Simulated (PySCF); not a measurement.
# In3N: umbrella curve

These are results of PBE0/[N def2-SVP, In def2-SVP with ECP28], scalar-relativistic core potentials, density fitting, no spin–orbit coupling, PySCF, not measurements.

Rigid scan from the singlet minimum (N–In 2.114 Å (×3); In–N–In 120.0° (×3)). Coordinate: angle between each bond and the threefold axis, bonds fixed. Energies in kJ/mol from the minimum.

**Question.** Predict the curve at 55, 60, 65, 70, 75, 80, 85, 90.

**Answer.** 
```json
{"angle of the bonds to the threefold axis (°)": "55", "E (kJ/mol)": "159.4", "dipole size (D)": "0.30"}
{"angle of the bonds to the threefold axis (°)": "60", "E (kJ/mol)": "98.8", "dipole size (D)": "0.37"}
{"angle of the bonds to the threefold axis (°)": "65", "E (kJ/mol)": "59.7", "dipole size (D)": "0.40"}
{"angle of the bonds to the threefold axis (°)": "70", "E (kJ/mol)": "34.2", "dipole size (D)": "0.39"}
{"angle of the bonds to the threefold axis (°)": "75", "E (kJ/mol)": "17.6", "dipole size (D)": "0.33"}
{"angle of the bonds to the threefold axis (°)": "80", "E (kJ/mol)": "7.4", "dipole size (D)": "0.24"}
{"angle of the bonds to the threefold axis (°)": "85", "E (kJ/mol)": "1.8", "dipole size (D)": "0.12"}
{"angle of the bonds to the threefold axis (°)": "90", "E (kJ/mol)": "0.0", "dipole size (D)": "0.00"}
```

Other isomers or separated fragments may lie lower.

The scan took 21 s on 2 threads of a shared Intel Xeon Platinum 8259CL @ 2.50GHz (Skylake/Cascade Lake) host; the process peaked at 1.1 GiB. Launch command: `OMP_NUM_THREADS=2 python axn.py task.json out`.
